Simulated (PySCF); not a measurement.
**GeF⁻: script and output**

File input.py (PySCF 2.14):

```python
from pyscf import gto, scf, mp

mol = gto.M(
    atom='Ge 0 0 0; F 0 0 1.875',
    basis='cc-pvdz',
    charge=-1,
    spin=2,
    verbose=4,
)
mf = scf.UHF(mol)
mf.kernel()
mp.MP2(mf, frozen=10).kernel()
mf.dip_moment()
print('orbital energies (hartree):', [e[max(0, n-3):n+3].round(4) for e, n in zip(mf.mo_energy, mol.nelec)])
```

```bash
$ OMP_NUM_THREADS=1 python input.py
```

Output (some set-up lines and the per-cycle HOMO/LUMO lines with their warnings removed):

```
PySCF version 2.14.0

[INPUT] verbose = 4
[INPUT] num. atoms = 2
[INPUT] num. electrons = 42
[INPUT] charge = -1
[INPUT] spin (= nelec alpha-beta = 2S) = 2
[INPUT] symmetry False subgroup None
[INPUT] Mole.unit = angstrom
[INPUT] Symbol           X                Y                Z      unit          X                Y                Z       unit  Magmom
[INPUT]  1 Ge     0.000000000000   0.000000000000   0.000000000000 AA    0.000000000000   0.000000000000   0.000000000000 Bohr   0.0
[INPUT]  2 F      0.000000000000   0.000000000000   1.875000000000 AA    0.000000000000   0.000000000000   3.543236483559 Bohr   0.0

nuclear repulsion = 81.281619597312
number of shells = 11
number of NR pGTOs = 103
number of NR cGTOs = 41
basis = cc-pvdz
ecp = {}

******** <class 'pyscf.scf.uhf.UHF'> ********
method = UHF
initial guess = minao
damping factor = 0
level_shift factor = 0
DIIS = <class 'pyscf.scf.diis.CDIIS'>
diis_start_cycle = 1
diis_space = 8
diis_damp = 0
SCF conv_tol = 1e-09
SCF conv_tol_grad = None
SCF max_cycles = 50
direct_scf = True
direct_scf_tol = 1e-13
number electrons alpha = 22  beta = 20
Set gradient conv threshold to 3.16228e-05
init E= -2173.79748229515

cycle= 1 E= -2174.72398840115  delta_E= -0.927  |g|=  0.4  |ddm|= 0.988
cycle= 2 E= -2174.76349072513  delta_E= -0.0395  |g|= 0.282  |ddm|= 0.41
cycle= 3 E= -2174.78863691933  delta_E= -0.0251  |g|= 0.0223  |ddm|= 0.144
cycle= 4 E= -2174.78949164266  delta_E= -0.000855  |g|= 0.00821  |ddm|= 0.0519
cycle= 5 E= -2174.78968226467  delta_E= -0.000191  |g|= 0.0043  |ddm|= 0.0206
cycle= 6 E= -2174.78975382031  delta_E= -7.16e-05  |g|= 0.00171  |ddm|= 0.0153
cycle= 7 E= -2174.78976450724  delta_E= -1.07e-05  |g|= 0.000726  |ddm|= 0.00665
cycle= 8 E= -2174.78976596035  delta_E= -1.45e-06  |g|= 0.000286  |ddm|= 0.00233
cycle= 9 E= -2174.78976614604  delta_E= -1.86e-07  |g|= 7.65e-05  |ddm|= 0.000858
cycle= 10 E= -2174.78976615428  delta_E= -8.24e-09  |g|= 1.49e-05  |ddm|= 0.000153
cycle= 11 E= -2174.78976615454  delta_E= -2.58e-10  |g|= 2.68e-06  |ddm|= 3.26e-05
Extra cycle  E= -2174.78976615455  delta_E= -1.05e-11  |g|= 1.62e-06  |ddm|= 3.68e-06
converged SCF energy = -2174.78976615455  <S^2> = 2.023316  2S+1 = 3.0155039

******** <class 'pyscf.mp.ump2.UMP2'> ********
nocc = (np.int64(12), np.int64(10)), nmo = (31, 31)
frozen orbitals 10
E(UMP2) = -2175.05225285087  E_corr = -0.262486696327884
E(SCS-UMP2) = -2175.04194678486  E_corr = -0.252180630318063
E_corr(same-spin) = -0.0724654676254589
E_corr(oppo-spin) = -0.190021228702425

WARN: System has nonzero charge -1; the dipole moment is origin-dependent.
Location of origin: [0. 0. 0.]

Dipole moment(X, Y, Z, Debye): -0.00000,  0.00000, -3.10372
orbital energies (hartree): [array([-0.2603, -0.0343, -0.0343,  0.3404,  0.5927,  0.6692]), array([-0.3215, -0.3215, -0.1695,  0.3065,  0.3065,  0.3759])]
```

In short: E(SCF) = -2174.789766 Eh, 11 cycles, E(MP2) − E(SCF) = -0.26249 Eh, ⟨S²⟩ = 2.023.

Hardware: Arm Neoverse N1, 1 thread, shared host. Wall time 1.5 s, peak memory 0.12 GiB.

The basis has no diffuse functions, which an anion needs. The bond length is a typed value, not an optimised one. The dipole of an ion depends on the origin. No search for the lowest solution was made.
